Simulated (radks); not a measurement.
Task: These are the eigenvalues of the occupied orbitals of an atom or ion with whole-number occupations (eV). Method: Dirac Kohn-Sham, PBE, spin-unpolarised, spherical densities, finite nucleus; Fermi nuclear charge, rms radius of each element as measured or else 0.836 A^(1/3) + 0.57 fm; computed with a radial shooting solver on a logarithmic mesh with Libxc functionals.

orbital  eigenvalue
1s1/2     -300.1626

Which element is it, and in what charge state? The configuration may be excited. Open shells, if any, fill j = l - 1/2 first.

Result: Z = 5, boron, charge +4: B4+ in 1s1. The 1s level, -11.031 hartree, gives Z - s = 4.7 by -(Z - s)^2/2, which with screening and relativity narrows Z to a few neighbours, and the depths must fix Z and the occupations together.
